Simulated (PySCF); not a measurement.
A search over the determinants of SnH⁺

Unrestricted PBE0; Sn cc-pVDZ-PP with ECP28, H cc-pVDZ; scalar-relativistic core potentials (PySCF 2.14). Outer shells of the fragments: Sn+ 4d10 5s2 5p1; H 1s1.

Followed along the bond (rough minima from three points):

```
2Ms+1  unpaired  ⟨S²⟩ at the start  R at minimum (Å)  Te (eV)
    1      none               0.00              1.77     0.00
    3  σ ↑, π ↑               2.01  none in the scan   ≤ 2.20
```

Solutions found at the starting distance of 1.770 Å, counted from the lowest of them; the search is not exhaustive and high or unbound solutions are not listed, so other states can lie among these:

```json
{"2Ms+1": "1", "unpaired": "none", "term": "¹Σ⁺", "E (eV)": "0.00", "⟨S²⟩": "0.00", "⟨Lz²⟩": "0.00", "μ (D)": "0.05"}
{"2Ms+1": "3", "unpaired": "σ ↑, π ↑", "term": "³Π", "E (eV)": "2.23", "⟨S²⟩": "2.01", "⟨Lz²⟩": "1.00", "μ (D)": "0.73"}
{"2Ms+1": "1", "unpaired": "σ ↑, π ↓", "term": "mixed", "E (eV)": "2.51", "⟨S²⟩": "1.02", "⟨Lz²⟩": "1.00", "μ (D)": "0.88"}
{"2Ms+1": "3", "unpaired": "σ ↑↑", "term": "³Σ⁺", "E (eV)": "6.03", "⟨S²⟩": "2.00", "⟨Lz²⟩": "0.00", "μ (D)": "0.98"}
{"2Ms+1": "3", "unpaired": "π ↑↑", "term": "³Σ⁻", "E (eV)": "6.45", "⟨S²⟩": "2.17", "⟨Lz²⟩": "0.00", "μ (D)": "1.03"}
{"2Ms+1": "1", "unpaired": "π ↑↓", "term": "mixed", "E (eV)": "7.01", "⟨S²⟩": "1.00", "⟨Lz²⟩": "2.01", "μ (D)": "1.00"}
```

A term symbol is given only where ⟨S²⟩ and ⟨Lz²⟩ are close to those of a pure state; real π, δ and φ orbitals otherwise mix terms. A positive dipole points towards H; it is taken about the centre of mass and depends on that origin.

Spin–orbit coupling is left out. Counting both spins, an empty level lies below a filled one in some of these solutions, because spin and occupation are held.
